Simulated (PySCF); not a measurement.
Compound: CrOCl3 (doublet state).
Structure used (PBE0-D3(BJ)/def2-SVP), in Å, numbered top down from 1:
```
atom  x, y, z in Å
Cr1    0.065   -0.084    0.146
O2    -0.084    0.121    1.632
Cl3    2.060   -0.116   -0.533
Cl4   -0.808    1.624   -0.752
Cl5   -1.158   -1.655   -0.555
```

Computed, not measured: PBE0-D3(BJ)/def2-SVP geometry optimisation, gas phase in PySCF 2.14.0.

Problem. Which atoms are bound to Cr1, and at what distances?

Solution. 4 atoms: O2 1.508 Å, Cl3 2.108 Å, Cl5 2.111 Å, Cl4 2.118 Å.

Problem. List the angles at Cr1.

Solution. 
```csv
angle,degrees,distance of the outer atoms (Å)
Cl3–Cr1–Cl5,115.5,3.57
O2–Cr1–Cl3,114.4,3.06
O2–Cr1–Cl5,111.8,3.02
O2–Cr1–Cl4,105.5,2.91
Cl3–Cr1–Cl4,105.4,3.36
Cl4–Cr1–Cl5,102.7,3.30
```

Problem. What is the shape at Cr1?

Solution. Distorted tetrahedral: angles from 102.7° to 115.5°; τ4 = (360° − α − β)/141° = 0.92 with α and β the two widest (0 for a square, 1 for a tetrahedron).

Problem. What are the rotational constants (commonest isotopes, rigid rotor)?

Solution. A = 1923, B = 1678, C = 1239 MHz: an asymmetric top.

Point group: near C3v, missed by 0.23 Å at most; the miss may be what the optimiser left on a soft mode (Cs holds within 0.08 Å). Charge 0, doublet. ⟨S²⟩ = 0.781 (exact for a doublet: 0.75). No frequency check.
